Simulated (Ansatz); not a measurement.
Relaxation of CH7ClMgSi (11 atoms, charge 0, multiplicity 1), to a largest force component of 0.03 eV/Å in at most 50 steps.

Method: RKS PBE/def2-SVP in Ansatz 0.2.0.

```xyz
11
Properties=species:S:1:pos:R:3
Mg 0.056 0.235 0.693
Cl 0.831 -2.211 -2.009
C 1.161 -0.019 2.465
H 0.183 -1.166 -2.495
Si -1.346 0.770 -1.350
H 1.158 -1.074 2.814
H 0.743 0.599 3.289
H 2.223 0.283 2.338
H -0.633 0.407 -2.655
H -2.629 -0.026 -1.460
H -1.745 2.201 -1.629
```

Question: Where does it end, and by what steps?

Answer: The forces met the threshold. After 13 steps the energy has fallen by 0.181 eV; Cl2 moved furthest, 1.01 Å. Joined: Mg1–Cl2 (3.73 → 2.72 Å).

| step | energy less start (eV) | largest force component (eV/Å) | accepted |
| --- | --- | --- | --- |
| 0 | 0.0000 | 0.478 | yes |
| 1 | -0.0506 | 0.186 | yes |
| 2 | -0.0952 | 0.254 | yes |
| 3 | -0.1294 | 0.224 | yes |
| 4 | -0.1415 | 0.126 | yes |
| 5 | -0.1613 | 0.283 | yes |
| 6 | -0.1683 | 0.159 | yes |
| 7 | -0.1727 | 0.079 | yes |
| 8 | -0.1751 | 0.062 | yes |
| 9 | -0.1770 | 0.088 | yes |
| 10 | -0.1786 | 0.074 | yes |
| 11 | -0.1800 | 0.050 | yes |
| 12 | -0.1804 | 0.058 | yes |
| 13 | -0.1807 | 0.013 | yes |

```xyz
11
Properties=species:S:1:pos:R:3
Mg 0.167 0.035 0.513
Cl 1.266 -1.462 -1.481
C 1.164 -0.161 2.353
H 0.241 -0.851 -2.123
Si -1.503 0.727 -1.405
H 1.082 -1.196 2.752
H 0.764 0.521 3.134
H 2.249 0.058 2.253
H -0.950 -0.061 -2.630
H -2.943 0.259 -1.399
H -1.537 2.132 -1.966
```

Time of the run: 30 s on 2 threads of Arm Neoverse V1 (shared host), peak memory 0.15 GiB.
